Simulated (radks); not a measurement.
Species: Pr. Configuration: [Xe] 4f3 6s2.

All-electron calculation, scalar-relativistic Kohn-Sham, BLYP, spin-polarised, spherical densities, point nucleus; open shells are filled with parallel spins first (spin-orbit coupling, left out, can overturn this in heavy ions). Program: a radial shooting solver on a logarithmic mesh with Libxc functionals.

Energy parts (eV):
| part | energy |
|---|---|
| total | -251382.46 |
| kinetic | 267013.26 |
| electron-nucleus | -609898.22 |
| Hartree | 97395.71 |
| exchange-correlation | -5893.21 |

Orbitals (lengths in bohr, moments of r in powers of bohr; <r^-3> diverges for s and p1/2):
orbital,occ.,eigenvalue (eV),<r^-3>,<r^2>,<r>
1s up,1,-41822.45,-,0.0007894,0.02409
1s down,1,-41822.45,-,0.0007894,0.02409
2s up,1,-6727.668,-,0.01253,0.1031
2s down,1,-6727.663,-,0.01253,0.1031
2p up,3,-6019.810,8486,0.01000,0.09054
2p down,3,-6019.807,8486,0.01000,0.09054
3s up,1,-1450.980,-,0.08479,0.2724
3s down,1,-1450.276,-,0.08473,0.2723
3p up,3,-1226.837,1712,0.08482,0.2705
3p down,3,-1226.136,1714,0.08475,0.2704
3d up,5,-912.0704,234.3,0.07220,0.2476
3d down,5,-911.5251,234.5,0.07212,0.2474
4s up,1,-288.6694,-,0.4374,0.6226
4s down,1,-286.6200,-,0.4371,0.6224
4p up,3,-215.4685,370.0,0.4948,0.6597
4p down,3,-213.4032,370.2,0.4946,0.6595
4d up,5,-110.8338,41.49,0.6145,0.7276
4d down,5,-108.7603,41.49,0.6149,0.7277
4f up,3,-1.5851,4.280,2.030,1.185
5s up,1,-39.2536,-,2.541,1.503
5s down,1,-37.9199,-,2.583,1.515
5p up,3,-21.5725,50.64,3.533,1.763
5p down,3,-20.5415,48.83,3.625,1.785
6s up,1,-3.3642,-,22.56,4.453
6s down,1,-3.2291,-,23.40,4.535

The highest occupied level is 4f up at -1.585 eV. The density falls to 0.001 e/bohr^3 at r = 5.36 bohr. For comparison, the ionisation energy in NIST's Atomic Spectra Database is 5.470 eV (semi-empirical). In exact Kohn-Sham theory the highest level is minus the ionisation energy, but local and semilocal functionals leave it too shallow, through self-interaction and a potential that decays too fast; potentials with the right tail come closer. Spin moment in Bohr magnetons: 3. Summed over all electrons, <r^2> = 90.13 bohr^2, which gives a Langevin (diamagnetic) susceptibility term of -71.4 x 10^-6 cm^3/mol.
